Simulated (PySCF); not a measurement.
# A search over the determinants of GeH⁺

Unrestricted PBE0; basis Ge pcseg-2, H pcseg-2; no relativity; PySCF 2.14. Outer shells of the fragments: Ge+ 3d10 4s2 4p1; H 1s1.

Followed along the bond (rough minima from three points):

```json
{"2Ms+1": "1", "unpaired": "none", "⟨S²⟩ at the start": "0.00", "R at minimum (Å)": "1.59", "Te (eV)": "0.00"}
{"2Ms+1": "3", "unpaired": "σ ↑, π ↑", "⟨S²⟩ at the start": "2.01", "R at minimum (Å)": "none in the scan", "Te (eV)": "≤ 2.19"}
```

Solutions found at the starting distance of 1.580 Å, counted from the lowest of them; the search is not exhaustive and high or unbound solutions are not listed, so other states can lie among these:

```json
{"2Ms+1": "1", "unpaired": "none", "term": "¹Σ⁺", "E (eV)": "0.00", "⟨S²⟩": "0.00", "⟨Lz²⟩": "0.00", "μ (D)": "0.49"}
{"2Ms+1": "3", "unpaired": "σ ↑, π ↑", "term": "³Π", "E (eV)": "2.21", "⟨S²⟩": "2.01", "⟨Lz²⟩": "1.00", "μ (D)": "0.83"}
{"2Ms+1": "1", "unpaired": "σ ↑, π ↓", "term": "mixed", "E (eV)": "2.58", "⟨S²⟩": "1.02", "⟨Lz²⟩": "1.00", "μ (D)": "0.98"}
{"2Ms+1": "3", "unpaired": "π ↑↑", "term": "³Σ⁻", "E (eV)": "6.39", "⟨S²⟩": "2.13", "⟨Lz²⟩": "0.00", "μ (D)": "1.00"}
{"2Ms+1": "1", "unpaired": "π ↑↓", "term": "mixed", "E (eV)": "6.95", "⟨S²⟩": "1.01", "⟨Lz²⟩": "2.02", "μ (D)": "0.97"}
{"2Ms+1": "3", "unpaired": "σ ↑↑", "term": "³Σ⁺", "E (eV)": "7.00", "⟨S²⟩": "2.00", "⟨Lz²⟩": "0.00", "μ (D)": "0.79"}
{"2Ms+1": "1", "unpaired": "none", "term": "mixed", "E (eV)": "7.97", "⟨S²⟩": "0.00", "⟨Lz²⟩": "2.00", "μ (D)": "0.98"}
```

A term symbol is given only where ⟨S²⟩ and ⟨Lz²⟩ are close to those of a pure state; real π, δ and φ orbitals otherwise mix terms. A positive dipole points towards H; it is taken about the centre of mass and depends on that origin.

Counting both spins, an empty level lies below a filled one in some of these solutions, because spin and occupation are held.
